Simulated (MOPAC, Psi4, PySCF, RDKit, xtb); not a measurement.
Two geometries of SMILES BCF, relaxed at B3LYP-D3(BJ)/def2-SVP with one dihedral held; other torsions can differ between them too.

Structure A

```
7

B     -0.8982    -0.0137    -0.0606
C      0.6544    -0.0983     0.0942
F      1.0822    -1.1690     0.8645
H     -1.4325     1.0588    -0.2016
H     -1.5643    -1.0159    -0.0086
H      1.0711    -0.1796    -0.9377
H      1.0978     0.8247     0.5138
```

Structure B

```
7

B      0.9107    -0.0130    -0.0868
C     -0.6415    -0.0537     0.0272
F     -1.3101     0.9673    -0.6278
H      1.4899     1.0365    -0.2038
H      1.5344    -1.0221     0.1338
H     -0.8182     0.0192     1.1289
H     -1.0945    -1.0166    -0.2748
```

Q: Which is lower in energy at the level DF-MP2 (frozen core)/cc-pVTZ // B3LYP-D3(BJ)/def2-SVP (Psi4), and by how much?

A: B is lower, by 0.42 kcal/mol (dihedral H4–B1–C2–F3: 150° in A, 30° in B).

E(B) − E(A) in kcal/mol at the other levels, on the same two geometries: B3LYP/def2-TZVP // B3LYP-D3(BJ)/def2-SVP (Psi4) -0.41; B3LYP-D3(BJ)/def2-TZVP // B3LYP-D3(BJ)/def2-SVP (Psi4) -0.42; PBE/def2-TZVP // B3LYP-D3(BJ)/def2-SVP (Psi4) -0.53; PBE-D3(BJ)/def2-TZVP // B3LYP-D3(BJ)/def2-SVP (Psi4) -0.53; r2SCAN/def2-TZVP // B3LYP-D3(BJ)/def2-SVP (Psi4) -0.51; HF/cc-pVTZ // B3LYP-D3(BJ)/def2-SVP (Psi4) -0.22; UFF // B3LYP-D3(BJ)/def2-SVP (RDKit) 1.04; AM1, restricted, heats of formation // B3LYP-D3(BJ)/def2-SVP (MOPAC) -0.01; PM7, restricted, heats of formation // B3LYP-D3(BJ)/def2-SVP (MOPAC) 0.25; GFN1-xTB // B3LYP-D3(BJ)/def2-SVP (xtb) -0.17; restricted B3LYP/6-31G*, spherical d // B3LYP-D3(BJ)/def2-SVP (PySCF) -0.46; restricted M06-2X/6-31G*, spherical d // B3LYP-D3(BJ)/def2-SVP (PySCF) -0.43; restricted MP2 (frozen core)/3-21G // B3LYP-D3(BJ)/def2-SVP (PySCF) -0.28; restricted LDA (SVWN5)/6-31G*, spherical d // B3LYP-D3(BJ)/def2-SVP (PySCF) -0.77.
